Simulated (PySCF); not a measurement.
Computed with PBE-D3(BJ)/def2-TZVP // PBE0-D3(BJ)/def2-TZVP (PySCF 2.14.0). All species are isolated molecules in the gas phase. One relaxed conformer stands for a flexible species; it need not be the lowest. 

Reference species (SMILES): `C=C(C)CC` (C–C–C–C torsion 117°) (neutral, multiplicity 1).

```yaml
HOMO: -5.93 eV
```

Changed species: `C(C(C)C)=C` (C–C–C–C torsion 118°).

### Question
Give the shifts of the HOMO.

### Answer
the HOMO falls by 0.33 eV, to -6.26 eV.
